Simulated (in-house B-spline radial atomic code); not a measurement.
A calculation on I (an excited or competing configuration): its settings, and results tabulated from the run. Level of theory: scalar-relativistic (X2C) Hartree-Fock, spin-polarised, averaged over the determinants with the given up and down occupations, Fermi nucleus of rms radius 4.75 fm; calculated with an all-electron radial atomic-structure program (B-spline basis).

Command:
```bash
python run_scf.py task.json out
```
Settings (nuclear radius in fm, mass in u):
```
Z                53
configuration    [Kr] 4d9 5s2 5p6
hamiltonian      x2c
method           hf
spin_polarised   True
nucleus          fermi
rms_radius       4.75
atomic_mass      126.90447
speed_of_light   137.035999084
```

Output (hartree, bohr):
```
 radial grid: 77 intervals, B-splines of order 8, outer radius 50 bohr

 iter        energy (Eh)    residual
    1       -7106.731835    5.32e-01
    2       -7109.667582    1.90e-01
    3       -7110.967267    4.25e-02
    4       -7111.047524    1.53e-02
    5       -7111.054243    5.67e-03
    6       -7111.055399    8.36e-04
    7       -7111.055432    3.24e-04
    8       -7111.055435    4.25e-05
    9       -7111.055435    8.21e-06
   10       -7111.055435    2.17e-06
   11       -7111.055435    5.60e-07
   12       -7111.055435    2.43e-08

 total energy                     -7111.05544
 kinetic                            7540.5240
 electron-nucleus                 -17276.6241
 electron-electron                  2625.0447

 orbital      occ     eigenvalue          <r>       <r^2>       <1/r>       r_max
 1s up      1.000     -1225.3059    0.0266063 0.000969621     59.7131     0.01682
 1s down    1.000     -1225.3052    0.0266062 0.000969616     59.7132     0.01682
 2s up      1.000      -193.2972     0.116484   0.0160708     13.6172     0.09889
 2s down    1.000      -193.2716     0.116478   0.0160692      13.618     0.09888
 2p up      3.000      -173.3953     0.102224   0.0127751     12.5183     0.07919
 2p down    3.000      -173.3697     0.102215   0.0127728     12.5193     0.07919
 3s up      1.000       -40.8643      0.31222    0.111541     4.82147      0.2849
 3s down    1.000       -40.8521     0.312162    0.111486     4.82171      0.2849
 3p up      3.000       -34.2437     0.310457    0.111861      4.4842      0.2789
 3p down    3.000       -34.2290     0.310377    0.111782     4.48451      0.2789
 3d up      5.000       -24.2908     0.287531    0.097692     4.21002      0.2316
 3d down    5.000       -24.2590     0.287956   0.0980293     4.20525      0.2318
 4s up      1.000        -8.0826     0.736966    0.612153     1.90706      0.6792
 4s down    1.000        -7.9734     0.736682    0.611764       1.908      0.6787
 4p up      3.000        -5.8957       0.7857    0.701407     1.73485      0.7126
 4p down    3.000        -5.7631      0.78606     0.70223     1.73392      0.7122
 4d up      5.000        -2.5782     0.901669    0.945828     1.45964      0.7727
 4d down    4.000        -2.5145     0.904089    0.952265     1.45936      0.7734
 5s up      1.000        -0.9936      1.93714     4.24868    0.672082        1.68
 5s down    1.000        -0.9767      1.95255     4.31751    0.665383        1.69
 5p up      3.000        -0.4548      2.34249     6.30345    0.549452       1.947
 5p down    3.000        -0.4453      2.36713     6.43957     0.54288       1.963
```

Time taken, with all properties: 0.27 s on 1 thread of Arm Neoverse V2, on a shared host.

One-electron X2C: radii and densities carry no picture-change correction, so inner-shell <1/r> comes out high (for 1s by about 2 % at Z = 33, 5 % at 54, 10 % at 75, 30 % at 118) and <r> low.
